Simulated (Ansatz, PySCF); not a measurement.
Molecule: sum formula KOH, charge 1, multiplicity 2. 
Structure (B3LYP-D3(BJ)/def2-TZVP (Ansatz, a quantum-chemistry and plane-wave program) minimum search):
```xyz
3

K      0.0000     0.0000    -0.8976
O      0.0000     0.0000     1.7862
H      0.0000     0.0000     2.7639
```
Charge +1, spin multiplicity 2.

Total electronic energies in hartree. Cores are frozen in the correlated levels unless marked. UHF or UKS for open shells. Spin-orbit coupling is left out. Frozen are the shells of the preceding noble gas and the d and f shells that filled before the atom's block. The outer core of K, Ca and their heavier congeners is not correlated, a term that matters for these elements. No relativistic terms. Basis-set limits of correlation are two-point, X^-3; Hartree-Fock from the larger set. [CCSD(T)-MP2]/basis is that difference in the basis named.

| level | program | energy (Eh) |
|---|---|---|
| HF/def2-SVPD | Ansatz | -674.28421 |
| HF/def2-TZVPD | PySCF | -674.44765 |
| HF-D3(BJ)/def2-TZVPD | PySCF + dftd3 | -674.45307 |
| RI-HF/def2-TZVPP | Ansatz | -674.44857 |
| revPBE-D3(BJ)/def2-TZVPD | Ansatz + dftd3 | -675.41116 |
| revPBE-D4/def2-TZVPD | Ansatz + dftd4 | -675.41112 |
| revPBE/def2-TZVPD | Ansatz | -675.40949 |
| BP86/def2-TZVPD | PySCF | -675.58025 |
| B3LYP-D4/def2-TZVPD | Ansatz + dftd4 | -675.55040 |
| PBE0-D4/def2-TZVP | Ansatz + dftd4 | -675.28484 |
| TPSSh-D3(BJ)/def2-TZVPD | PySCF + dftd3 | -675.55088 |
| RPA@PBE/def2-TZVPP | Ansatz | -674.77085 |
| RI-MP2/def2-QZVPP | Ansatz | -674.67889 |
| RI-MP2/def2-QZVPPD | Ansatz | -674.67910 |
| SCS-MP2/STO-3G | Ansatz | -667.42793 |
| SCS-MP2/def2-QZVPPD | Ansatz | -674.67987 |
| CCSD/def2-SVP | Ansatz | -674.44296 |
| CCSD/def2-TZVPP | Ansatz | -674.66003 |
| CCSD/def2-QZVPP | Ansatz | -674.69077 |
| CCSD(T)/def2-SVPD | Ansatz | -674.45871 |
| CCSD(T)/def2-TZVPPD | Ansatz | -674.66663 |
| RI-MP2/CBS(def2-TZVPP,def2-QZVPP)+[CCSD(T)-MP2]/def2-SVP | Ansatz | -674.7084 |
| CCSD(T)/CBS(def2-TZVPPD,def2-QZVPPD) | Ansatz | -674.7088 |

Totals of different functionals don't rank their quality; only differences between species are comparable.
